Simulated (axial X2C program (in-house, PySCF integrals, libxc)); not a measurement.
# Curves of In₂⁺ by EOM-EA-CCSD

Computed with an in-house all-electron X2C program for linear molecules (integrals from PySCF): two-component X2C with atomic mean-field Coulomb and Gaunt terms, Gaussian nuclei, basis In dyall-acv3z with contracted cores.

Energies in eV from the lowest point of the lowest state; states are followed by energy order within each Ω, g and u pooled. Reference: In₂²⁺, 4 electrons correlated in 92 virtual spinors with an MP2 remainder; levels at this size can be off by some tenths of an eV. Masses 114.904 and 114.904 u.

| R (Å) | (1)Ω=1/2 | (2)Ω=1/2 | (1)Ω=3/2 | (3)Ω=1/2 | (2)Ω=3/2 | (4)Ω=1/2 |
| --- | --- | --- | --- | --- | --- | --- |
| 3.321 | 0.0670 | 0.5342 | 0.6980 | 2.0090 | 2.1958 | 3.5639 |
| 3.466 | 0.0177 | 0.5572 | 0.7181 | 1.8738 | 2.0588 | 3.3042 |
| 3.610 | 0.0000 | 0.5918 | 0.7508 | 1.7654 | 1.9493 | 3.0745 |
| 3.772 | 0.0052 | 0.6377 | 0.7949 | 1.6679 | 1.8495 | 2.8439 |
| 3.935 | 0.0292 | 0.6862 | 0.8422 | 1.5892 | 1.7684 | 2.6403 |
| 4.152 | 0.0794 | 0.7490 | 0.9047 | 1.5050 | 1.6806 | 2.4054 |

(1) Fit the curves (1)Ω=1/2 near their minima.

No minimum in range: (2)Ω=1/2, (1)Ω=3/2, (3)Ω=1/2, (2)Ω=3/2, (4)Ω=1/2; the order of states may turn beyond it. T1 of the reference reaches 0.004 (Lee–Taylor). Curves followed by order can swap character. Number of frozen shells: In 4 s, 3 p, 2 d. Roots with under 60 % one-particle weight at any point are counted in the labels but not shown, and the list ends where the roots sought for some Ω run out; states that need a further excitation are missing and may lie low or lowest. Curves with a minimum but no constants failed the fit check.

Answers

(1) At EOM-EA-CCSD from In₂²⁺ (the fit fixes ωe to about one per cent; ωe of higher roots by this method can be off by ten per cent):

```csv
state,Te (cm⁻¹),Re (Å),ωe (cm⁻¹)
(1)Ω=1/2,0,3.651,66.3
```
